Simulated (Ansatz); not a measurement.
Mulliken charges of BClH$_{5}$NOSi (`NB(O)[SiH2]Cl`) from PBE/def2-TZVPP in Ansatz (PBE0-D4/def2-TZVP geometry).

| atom | x (Å) | y (Å) | z (Å) | charge (e) |
| --- | --- | --- | --- | --- |
| N1 | -1.084 | -1.190 | -0.353 | -0.270 |
| B2 | 0.103 | -0.664 | 0.153 | 0.171 |
| O3 | 0.999 | -1.526 | 0.737 | -0.259 |
| Si4 | 0.412 | 1.337 | -0.014 | 0.181 |
| Cl5 | -1.224 | 2.190 | -0.966 | -0.251 |
| H6 | -1.784 | -0.620 | -0.793 | 0.171 |
| H7 | -1.305 | -2.172 | -0.307 | 0.169 |
| H8 | 1.797 | -1.114 | 1.068 | 0.200 |
| H9 | 0.556 | 2.024 | 1.299 | -0.056 |
| H10 | 1.613 | 1.684 | -0.821 | -0.056 |

Q: By hand: the dipole of these point charges (1 e Å = 4.8032 D).

A: Σ q r = (0.146, -0.608, 0.170) e Å, of length 0.648 e Å = 3.11 D.

Q: How does the dipole of the full density compare? (An estimate is asked.)

A: The calculation gave: (0.103, -0.266, 0.094) e Å, 1.44 D; the point charges give 2.16 times that, at 8° from its direction.

Point charges leave out the atoms' own dipoles, such as those of lone pairs, and Mulliken's split depends on the basis, so the two needn't agree.
